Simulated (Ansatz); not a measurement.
Born–Oppenheimer molecular dynamics of ClH$_{7}$OSi$_{2}$ (11 atoms, charge 0, multiplicity 1). It starts at the highest image of a converged band. Of that band: Neighbouring images differ by up to 1.6 eV, so the band resolves the path poorly. A vibrational analysis at the climbing image gives one clearly imaginary mode, 1023i cm⁻¹: a first-order saddle point.

Computed with Ansatz 0.2.0, RKS PBE-D4/def2-SVP.

```
ensemble                      : NVE (velocity Verlet)
time step                     : 0.5 fs
steps asked                   : 200
starting velocities drawn for : 100 K
seed                          : 3512
```

Frames 2.5 fs apart, positions in Å.

Velocities at 55 fs (Å/ps):

```
Si -0.38 4.46 -5.53
H 17.02 -5.71 -6.22
H -10.31 12.78 -8.89
H -3.89 13.66 -6.01
Cl 1.87 -1.04 7.16
O -2.73 -5.33 -2.66
Si -0.53 -0.43 -0.81
H -1.55 23.19 -4.78
H -8.94 -11.00 -16.14
H 4.04 0.80 -2.89
H 6.61 -24.99 12.02
```

```xyz
11
Properties=species:S:1:pos:R:3 time_fs=55 energy_less_start_eV=-0.244 T=310
Si 0.172 0.169 -0.082
H 0.796 0.217 1.308
H 1.317 0.907 -0.716
H -1.094 1.001 0.026
Cl -0.426 -1.270 -1.747
O -0.011 -1.808 0.969
Si -0.174 -3.487 0.489
H 0.952 -3.786 -0.444
H -0.053 -4.324 1.732
H -1.481 -3.761 -0.147
H 0.230 -1.687 1.916
11
Properties=species:S:1:pos:R:3 time_fs=57.5 energy_less_start_eV=-0.241 T=307
Si 0.171 0.180 -0.096
H 0.833 0.206 1.290
H 1.287 0.939 -0.755
H -1.095 1.026 0.009
Cl -0.421 -1.272 -1.728
O -0.019 -1.823 0.964
Si -0.175 -3.487 0.487
H 0.951 -3.733 -0.456
H -0.073 -4.349 1.698
H -1.480 -3.759 -0.156
H 0.241 -1.747 1.925
11
Properties=species:S:1:pos:R:3 time_fs=60 energy_less_start_eV=-0.286 T=346
Si 0.170 0.191 -0.110
H 0.856 0.198 1.263
H 1.249 0.970 -0.825
H -1.079 1.032 -0.007
Cl -0.416 -1.272 -1.709
O -0.026 -1.840 0.964
Si -0.175 -3.487 0.483
H 0.955 -3.696 -0.469
H -0.086 -4.372 1.685
H -1.495 -3.756 -0.167
H 0.241 -1.798 1.892
11
Properties=species:S:1:pos:R:3 time_fs=62.5 energy_less_start_eV=-0.327 T=381
Si 0.169 0.201 -0.125
H 0.865 0.193 1.220
H 1.200 0.996 -0.913
H -1.058 1.026 -0.019
Cl -0.409 -1.272 -1.688
O -0.035 -1.860 0.965
Si -0.176 -3.487 0.477
H 0.963 -3.679 -0.480
H -0.090 -4.390 1.687
H -1.512 -3.751 -0.177
H 0.248 -1.827 1.884
11
Properties=species:S:1:pos:R:3 time_fs=65 energy_less_start_eV=-0.369 T=417
Si 0.168 0.211 -0.142
H 0.869 0.190 1.172
H 1.138 1.013 -1.007
H -1.057 1.020 -0.020
Cl -0.402 -1.270 -1.666
O -0.046 -1.880 0.969
Si -0.178 -3.488 0.469
H 0.968 -3.685 -0.486
H -0.085 -4.396 1.692
H -1.518 -3.744 -0.179
H 0.263 -1.834 1.913
11
Properties=species:S:1:pos:R:3 time_fs=67.5 energy_less_start_eV=-0.434 T=473
Si 0.169 0.220 -0.162
H 0.883 0.185 1.133
H 1.065 1.023 -1.092
H -1.082 1.020 -0.007
Cl -0.395 -1.267 -1.644
O -0.056 -1.899 0.979
Si -0.180 -3.490 0.459
H 0.966 -3.712 -0.485
H -0.073 -4.386 1.688
H -1.512 -3.738 -0.174
H 0.265 -1.831 1.909
11
Properties=species:S:1:pos:R:3 time_fs=70 energy_less_start_eV=-0.477 T=510
Si 0.170 0.230 -0.184
H 0.915 0.179 1.107
H 0.990 1.031 -1.162
H -1.117 1.014 0.020
Cl -0.387 -1.263 -1.622
O -0.067 -1.916 0.995
Si -0.182 -3.495 0.448
H 0.960 -3.759 -0.482
H -0.057 -4.364 1.675
H -1.505 -3.734 -0.171
H 0.257 -1.823 1.887
11
Properties=species:S:1:pos:R:3 time_fs=72.5 energy_less_start_eV=-0.519 T=546
Si 0.169 0.241 -0.209
H 0.962 0.172 1.079
H 0.924 1.050 -1.218
H -1.139 0.993 0.058
Cl -0.379 -1.259 -1.601
O -0.078 -1.930 1.012
Si -0.183 -3.501 0.437
H 0.952 -3.818 -0.481
H -0.038 -4.345 1.663
H -1.511 -3.737 -0.175
H 0.262 -1.811 1.914
11
Properties=species:S:1:pos:R:3 time_fs=75 energy_less_start_eV=-0.552 T=574
Si 0.167 0.253 -0.234
H 1.014 0.164 1.029
H 0.873 1.086 -1.261
H -1.139 0.953 0.104
Cl -0.371 -1.255 -1.579
O -0.090 -1.941 1.032
Si -0.185 -3.509 0.425
H 0.945 -3.883 -0.486
H -0.019 -4.339 1.659
H -1.528 -3.745 -0.187
H 0.266 -1.810 1.949
11
Properties=species:S:1:pos:R:3 time_fs=77.5 energy_less_start_eV=-0.607 T=622
Si 0.164 0.267 -0.259
H 1.067 0.155 0.950
H 0.835 1.141 -1.290
H -1.122 0.901 0.158
Cl -0.363 -1.252 -1.560
O -0.101 -1.950 1.056
Si -0.186 -3.517 0.414
H 0.936 -3.943 -0.498
H -0.004 -4.351 1.663
H -1.544 -3.757 -0.201
H 0.253 -1.830 1.946
11
Properties=species:S:1:pos:R:3 time_fs=80 energy_less_start_eV=-0.635 T=646
Si 0.162 0.281 -0.283
H 1.124 0.143 0.848
H 0.799 1.210 -1.303
H -1.109 0.851 0.221
Cl -0.355 -1.250 -1.541
O -0.113 -1.956 1.081
Si -0.187 -3.527 0.403
H 0.921 -3.990 -0.513
H 0.003 -4.375 1.662
H -1.546 -3.768 -0.211
H 0.246 -1.868 1.962
11
Properties=species:S:1:pos:R:3 time_fs=82.5 energy_less_start_eV=-0.672 T=678
Si 0.160 0.298 -0.308
H 1.194 0.123 0.741
H 0.758 1.284 -1.298
H -1.107 0.811 0.293
Cl -0.347 -1.249 -1.525
O -0.126 -1.963 1.103
Si -0.189 -3.537 0.395
H 0.901 -4.015 -0.530
H 0.000 -4.402 1.644
H -1.535 -3.776 -0.216
H 0.253 -1.919 2.017
```

Of the whole run (100 fs, mean temperature of the second half 546 K): The conserved energy stayed within 0.031 meV per atom of its start (net change -0.0029 meV per atom), so the integration is sound. The kinetic energy rose, since the run started high on the potential surface and went downhill. It ends in pieces (ClH3Si + H4OSi), so much of that is their flight and rotation, not heat. A run of 0.1 ps of so small a system gives no equilibrium averages. The orbitals stay closed-shell, which can raise the energy where a bond breaks towards radicals; this wasn't checked here.

The run took 6.7 min on 2 threads of Arm Neoverse V1 (shared host), peak memory 0.15 GiB.
